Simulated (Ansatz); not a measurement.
Calculated with Ansatz (gas phase, PBE0-D4/def2-TZVP geometries, no zero-point term in ΔE). CCSD(T)/CBS adds triple-zeta CCSD(T) − MP2 to the extrapolated MP2 energy (def2 sets, frozen cores). This one scheme is used for every species. DFT in def2-TZVPP. B3LYP here is the variant with VWN-RPA as its local correlation; programs differ in this. HSE06 is defined as in plane-wave codes. For Ga outer-core shells are correlated without core-valence functions, which leaves a few kJ/mol of doubt a bond. Scalar relativity is left out up to krypton. One conformer a species, not always the lowest.

Consider the adduct formation: H₂O + `[Cl][Ga]([Cl])[Cl]` → `[OH2+][Ga-]([Cl])([Cl])[Cl]`.

**Question.** Is it downhill or uphill in electronic energy at CCSD(T)/CBS, and by how much? (Estimate.)

**Answer.** Computed: Downhill: ΔE = -90.1 kJ/mol.

**Question.** What do these levels give: LDA (SPW92), B3LYP-D4, HSE06, RPA@PBE/def2-TZVPP, SCS-MP2/def2-TZVPP, HF/CBS(def2)? (Estimate.)

**Answer.** The calculation gave: LDA (SPW92) -112.7, B3LYP-D4 -87.2, HSE06 -85.2, RPA@PBE/def2-TZVPP -85.2, SCS-MP2/def2-TZVPP -90.0, HF/CBS(def2) -77.1 kJ/mol.

Largest T1 diagnostic among the species: 0.011.

In def2-TZVPP, CCSD(T) changes the Hartree–Fock value by −13.3 kJ/mol (the triples alone add −1.8 kJ/mol) and MP2 by −15.5 kJ/mol. At CCSD(T), def2-SVP lies −18.3 kJ/mol from the extrapolated value and def2-TZVPP −2.8 kJ/mol.
